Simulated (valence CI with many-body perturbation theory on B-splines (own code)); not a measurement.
Results of a calculation; reference values are marked as such.
# Rb⁶⁺ in three bases

Level of theory: configuration interaction combined with many-body perturbation theory (CI+MBPT): three valence electrons over a frozen Dirac-Fock core [Ar] 3d10, a basis of 9 s, 9 p, 8 d, 6 f, 3 g, 1 h functions for each j, with the one-electron correlation potential Σ1, the two-electron term Σ2, the three-electron term Σ3, Breit, model QED; selected CI, second order for the rest, scaled by the run's own slope (own B-spline code, finite nucleus).

Set against measurement, 17 paired levels are off by 113 cm⁻¹ on average, the worst by 248. These come from a selection out of Sansonetti, J. Phys. Chem. Ref. Data 35, 301 (2006). Levels without a partner in it may be off by more.

The reference run has the lowest level 4s²4p ²P°_1/2 and an ionisation energy of 99.1030 eV. Its largest variational space holds 10457 state functions.

Names give the largest LS component (configuration and term), which can be under half, so a name can repeat, a term be missing and a line seem to break the LS rules; names also repeat where a configuration has a term twice.

Changed runs:
A. basis 6 s, 6 p, 5 d, 3 f, 1 g
B. basis 5 s, 5 p, 4 d, 2 f

Excitation energies of the reference run in cm⁻¹, and shifts in cm⁻¹:

```
                 Level  Reference        A        B
         4s²4p ²P°_3/2      10463     -3.0     -6.2
          4s4p² ⁴P_1/2     122111      -97     -289
          4s4p² ⁴P_3/2     126539     -101     -299
          4s4p² ⁴P_5/2     131938      -98     -289
          4s4p² ²D_3/2     160591      +14      +86
          4s4p² ²D_5/2     162085      +11      +77
          4s4p² ²S_1/2     190747     +121     +440
          4s4p² ²P_1/2     202970     +103     +374
          4s4p² ²P_3/2     207087      +91     +330
          4s²4d ²D_3/2     255925     +141     +644
          4s²4d ²D_5/2     257206     +139     +639
           4p³ ²D°_3/2     311385      -58     -165
Ionisation energy (eV)    99.1030  -0.0126  -0.0379
```
